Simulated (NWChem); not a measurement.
System: SeF$_{2}$; SMILES F[Se]F

All runs: NWChem. This build's default masses of Se (78.918 u) and Br (79.917 u) are each other's, which moves their modes by up to 0.6 %. Each level has its own optimisation; frequencies are unscaled.

```csv
level,r F–Se (Å),highest harmonic frequency (cm⁻¹),lowest (cm⁻¹),zero-point energy (kcal/mol),dipole (D)
BLYP/def2-SVP,1.785,652,233,2.2,2.04
Hartree-Fock/3-21G,1.727,786,288,2.6,2.87
PBE/def2-SVP,1.772,671,238,2.2,1.96
PBE0-D3(BJ)/def2-TZVP,1.730,…,…,2.4,1.94
```

### Question
What belongs in the gaps?

### Answer

- PBE0-D3(BJ)/def2-TZVP, highest harmonic frequency (cm⁻¹): 722
- PBE0-D3(BJ)/def2-TZVP, lowest (cm⁻¹): 265
